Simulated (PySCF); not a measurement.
C₅H₃F₅O.
SMILES with atom numbers: `[F:1][C:2]1=[CH:3][C@:4]([F:5])([C:6]([F:7])([F:8])[F:9])[O:10][CH2:11]1` (hydrogens: H12 on C3; H13, H14 on C11)

Computed, not measured: PBE0-D3(BJ)/def2-SVP geometry optimisation, gas phase in PySCF 2.14.0.

**Question.** What internal coordinates does the optimisation give?

**Answer.** 
```
        bond  length (bohr)
       F1–C2          2.479
       C2=C3          2.510
       C3–C4          2.824
       C4–F5          2.585
       C4–C6          2.904
       C6–F7          2.519
C6–F8, C6–F9          2.509
      C4–O10          2.614
     O10–C11          2.660
      C2–C11          2.819
      C3–H12          2.055
     C11–H13          2.087
     C11–H14          2.086
```

Bonds in one row agree within 0.02 bohr and their mean is given. A selection of angles:
```
     angle  degrees
  F1–C2–C3    128.4
 F1–C2–C11    119.9
 C3–C2–C11    111.7
  C2–C3–C4    106.4
  C3–C4–F5    111.3
  C3–C4–C6    114.3
 C3–C4–O10    107.0
  F5–C4–C6    105.7
 F5–C4–O10    110.1
 C6–C4–O10    108.5
  C4–C6–F7    110.1
  C4–C6–F9    111.6
  F7–C6–F8    108.1
  F7–C6–F9    108.6
C4–O10–C11    111.3
C2–C11–O10    103.4
```

Dihedral angles: F1–C2–C3–C4 178° (antiperiplanar); C2–C3–C4–F5 -116° (anticlinal); C3–C4–C6–F7 59° (synclinal); C3–C4–O10–C11 -5° (synperiplanar); C4–O10–C11–C2 3° (synperiplanar); F1–C2–C11–O10 179° (antiperiplanar).

The C–O distances run from 1.383 Å (C4–O10, drawn single) to 1.408 Å (O10–C11, drawn single), a spread of 0.025 Å. The C–F distances run from 1.312 Å (F1–C2, drawn single) to 1.368 Å (C4–F5, drawn single), a spread of 0.056 Å. O10 (cyclic ether oxygen) is bent (angle 111.3°). The 4 C–C bonds span 1.328 Å (C2=C3, drawn double) to 1.537 Å (C4–C6, drawn single), a spread of 0.209 Å. The 5-membered ring C2–C3–C4–O10–C11 has internal angles of 103.4° to 111.7° (sum 540°, against 540° for a flat polygon); it is almost planar, 0.02 Å rms from its mean plane, widest ring torsion 5°.

Point group: C1 (no symmetry element, even within 0.4 Å). No frequency check.
